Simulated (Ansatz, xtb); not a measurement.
C5H5Br: which of two isomers lies lower

Structure X is `BrC1=CCC=C1`, a singlet and structure Y is `BrC1=CC=CC1`, a singlet. Both are isolated molecules in the gas phase, relaxed with B3LYP-D3(BJ)/def2-SVP.

Quicker runs give these differences E(Y) − E(X): GFN2-xTB −0.022 eV; HF/STO-3G −0.008 eV (at GFN2-xTB geometries); r2SCAN-D4/def2-SVP −0.011 eV (at GFN2-xTB geometries).

Question: Estimate E(Y) − E(X) at the level CCSD(T)/def2-SVP + ΔMP2/def2-TZVPP.

Answer: Too close to call at this level: CCSD(T)/def2-SVP + ΔMP2/def2-TZVPP gives E(Y) − E(X) = −0.002 eV.

The same difference at several levels:

```json
{"level": "GFN2-xTB", "geometry": "GFN2-xTB", "E(Y) − E(X) (eV)": "−0.022", "departure from the last row (eV)": "−0.020", "job, with rough time for the two": "optimisation, 0.14 s"}
{"level": "HF/STO-3G", "geometry": "GFN2-xTB", "E(Y) − E(X) (eV)": "−0.008", "departure from the last row (eV)": "−0.006", "job, with rough time for the two": "single point, 0.56 s"}
{"level": "r2SCAN-D4/def2-SVP", "geometry": "GFN2-xTB", "E(Y) − E(X) (eV)": "−0.011", "departure from the last row (eV)": "−0.010", "job, with rough time for the two": "single point, 3.7 s"}
{"level": "B3LYP-D3(BJ)/def2-SVP", "geometry": "B3LYP-D3(BJ)/def2-SVP", "E(Y) − E(X) (eV)": "−0.011", "departure from the last row (eV)": "−0.010", "job, with rough time for the two": "optimisation, 35 s"}
{"level": "HF/def2-SVP", "geometry": "B3LYP-D3(BJ)/def2-SVP", "E(Y) − E(X) (eV)": "−0.005", "departure from the last row (eV)": "−0.003", "job, with rough time for the two": "part of the CCSD(T) run"}
{"level": "MP2/def2-SVP", "geometry": "B3LYP-D3(BJ)/def2-SVP", "E(Y) − E(X) (eV)": "−0.012", "departure from the last row (eV)": "−0.011", "job, with rough time for the two": "part of the CCSD(T) run"}
{"level": "CCSD(T)/def2-SVP", "geometry": "B3LYP-D3(BJ)/def2-SVP", "E(Y) − E(X) (eV)": "−0.011", "departure from the last row (eV)": "−0.009", "job, with rough time for the two": "single point"}
{"level": "CCSD(T)/def2-SVP + ΔMP2/def2-TZVPP", "geometry": "B3LYP-D3(BJ)/def2-SVP", "E(Y) − E(X) (eV)": "−0.002", "departure from the last row (eV)": "", "job, with rough time for the two": "single point, 57 s"}
```

As drawn, both hold the same kinds of bond in the same numbers.

The largest departure from CCSD(T)/def2-SVP + ΔMP2/def2-TZVPP is that of GFN2-xTB, 0.020 eV. The last row adds to CCSD(T) the change of the MP2 difference between the two basis sets, here +0.009 eV.

With thermal terms from frequencies at re-optimised GFN2-xTB minima (ideal gas, soft modes damped towards free rotors, one conformer each, 298.15 K, 1 atm): on the last row, ΔE + ΔZPE = +0.001, ΔH = +0.002, ΔG = +0.001 eV.

The correlated steps freeze 14 core orbitals; the filled d shell of Br is correlated, in a basis made for valence electrons. Codes used: Ansatz 0.2.0, xtb 6.7.1; the last row on 2 threads of Intel(R) Xeon(R) Platinum 8375C CPU @ 2.90GHz (Ice Lake) on a shared host.
